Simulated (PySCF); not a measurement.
CHS, SMILES [CH][S] (connectivity only; charge and spin as stated), neutral, multiplicity 2. Atoms are numbered in the order given.

```xyz
3

C     -0.1459    -1.0413     0.0000
S      0.0189     0.5066     0.0000
H      0.5730    -1.8584     0.0000
```
Charge 0, spin multiplicity 2.

Coordinates come from a B3LYP-D3(BJ)/def2-TZVPD optimisation.

Two levels are set side by side: PBE/pcH-1 (PySCF) and B3LYP/pcH-1 (PySCF). Contact hyperfine couplings, same geometry. Differences are taken from unrounded values.

```tsv
quantity	PBE
A(iso) of 13C, atom C1 (MHz)	289.6
A(iso) of 33S, atom S2 (MHz)	2.9
A(iso) of 1H, atom H3 (MHz)	128.0
```

Task: These are the PBE values. What does B3LYP give? (The exact figures need the calculation; the answer reports its results.)

Result: 
| quantity | B3LYP | PBE minus B3LYP |
|---|---|---|
| A(iso) of 13C, atom C1 (MHz) | 309.7 | -20.1 |
| A(iso) of 33S, atom S2 (MHz) | 10.1 | -7.2 |
| A(iso) of 1H, atom H3 (MHz) | 132.4 | -4.4 |

Rough cost on one machine, each run with all the roots and properties that it gave: B3LYP against PBE within a factor of 2.
